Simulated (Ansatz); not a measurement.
Abridged output of a molecular run in Ansatz:

```
Functional definition: HF
1351 factors; integrals over basis functions are off by at most 1.3e-3 eV
mean field evaluation 1: about -20200.7306 eV, gradient 4.9e1 eV
mean field evaluation 2: about -20200.7876 eV, gradient 4.9e1 eV
mean field evaluation 4: about -20205.3323 eV, gradient 2.8e0 eV
mean field evaluation 8: about -20205.3840 eV, gradient 3.3e-1 eV
mean field evaluation 16: about -20205.3846 eV, gradient 1.7e-6 eV
mean field -20205.38462291 eV, -742.5341891902 hartree, gradient 1.7e-6 eV, S^2 0.000000; 0 other end points of the search recorded, 0 dependent functions left out
11 core orbitals not correlated: weight in the atoms' cores, before any rotation towards them, 1.000 or more for the frozen orbitals, at most 0.000 for the correlated occupied ones
reference -20205.38462291 eV, -742.5341891902 hartree; 17, 17 occupied and 168, 168 virtual orbitals, 1351 factors
second order -25.29795107 eV of doubles, -0.00000000 eV of singles
cycle   1  -25.00553438 eV  change    2.9e-1 eV  update   1.2e-1
cycle   2  -25.57342540 eV  change   -5.7e-1 eV  update   3.9e-2
cycle   3  -25.72173446 eV  change   -1.5e-1 eV  update   2.3e-2
cycle   4  -25.71468919 eV  change    7.0e-3 eV  update   6.8e-3
cycle   5  -25.70707416 eV  change    7.6e-3 eV  update   2.8e-3
cycle   6  -25.70788681 eV  change   -8.1e-4 eV  update   1.1e-3
cycle   7  -25.70790405 eV  change   -1.7e-5 eV  update   4.1e-4
cycle   8  -25.70770113 eV  change    2.0e-4 eV  update   1.9e-4
cycle   9  -25.70777320 eV  change   -7.2e-5 eV  update   8.1e-5
cycle  10  -25.70784257 eV  change   -6.9e-5 eV  update   3.4e-5
cycle  11  -25.70779846 eV  change    4.4e-5 eV  update   1.5e-5
cycle  12  -25.70780516 eV  change   -6.7e-6 eV  update   7.0e-6
perturbative correction -0.93651960 eV, -0.0344164603 hartree
Total energy: -20232.02894766 eV, -743.5133500648 hartree
```

Its atoms:

Cartesian coordinates in Å:
```
N -1.135 0.984 -0.076
In 0.579 0.019 0.319
F 1.866 1.121 1.286
S 1.264 -2.220 0.041
H -1.654 0.675 -0.885
H -1.044 1.991 -0.104
H 0.124 -2.569 -0.581
```

Q: Which basis set was used?
A. cc-pV(D+d)Z
B. def2-SVPD
C. def2-TZVPP
D. cc-pV(Q+d)Z

A: C. It gives 196 functions.

Q: Write the keys of the input that set method, charge and spin (a neutral closed shell needs none for the last two).

A: 
```yaml
correlation: {method: ccsd_t}
```
